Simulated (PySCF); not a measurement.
## Tc: excitation energy

Tc [Kr] 4d5 5s2 (6S) → Tc [Kr] 4d5 5s1 5p1 (8P), as a difference of total energies. Computed with PySCF 2.14 in aug-cc-pVDZ-PP with ECP28MDF (5s5p4d2f, 54 functions), with a scalar-relativistic core potential. Correlated levels: valence: 4s2 4p6 frozen. The calculations carry no spin-orbit coupling.

```csv
method,excitation energy (cm⁻¹)
UHF,6173.2
MP2 (valence),13888
SCS-MP2 (valence),16691
CCSD (valence),14760
CCSD(T) (valence),15368
```

Errors of the correlated levels include the incompleteness of this basis and the frozen core.

Which method comes closest to the reference value, and which is furthest?

The reference is 17033 cm⁻¹ (measured; NIST levels, between the centres of gravity of the two terms). Closest: SCS-MP2 (valence) (error -341.95 cm⁻¹); furthest: UHF (error -10860 cm⁻¹).
